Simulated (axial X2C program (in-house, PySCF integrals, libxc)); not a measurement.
Potential curves of BeSc, with spin–orbit coupling

All values were computed with an in-house all-electron X2C program for linear molecules (integrals from PySCF). Two-component (2c) means X2C with spin–orbit coupling and atomic mean-field two-electron Coulomb and Gaunt terms. Basis: Sc dyall-cv3z [10s11p7d5f2g], Be dyall-cv3z [8s8p3d1f] (cores contracted in-house); Gaussian nuclei, density fitting, unrestricted open shells. Masses: Sc 44.956 u, Be 9.012 u.

State: Ω = 3/2 (⟨Sz⟩ = 1.50, ⟨Lz⟩ = 0.00 at PBE0). Energies in eV from the lowest point of each curve. Fits are polynomials in 1 − R0/R over 0.85 to 1.23 times the lowest point R0.

```tsv
R (Å)	PBE0
2.1986	0.1397
2.2710	0.0564
2.3435	0.0125
2.4160	0.0000
2.5006	0.0158
2.5851	0.0556
2.6938	0.1309
```

Occupations by symmetry block were frozen at the best pattern of an incomplete PBE0 search. Density functionals use the spin component along the axis (collinear). PBE0 can misorder states that lie within some tenths of an eV, so this need not be the ground state of the molecule. The nearest other 2c determinant of the search, Ω = 1/2, lies 0.17 eV up at the distance of the search. The spin of this state cannot come from the lowest atoms; the curve heads to a higher limit, and no De is given. With several unpaired electrons one determinant need not be a pure state. This is the top spin component of a Σ state; components of lower Ω are not single determinants and can lie lower.

(1) What are Re and ωe at the PBE0 level?

Results:

(1) At PBE0, 2c: Re = 2.414 Å, ωe ≈ 411 cm⁻¹; Be follows as 0.385 cm⁻¹.
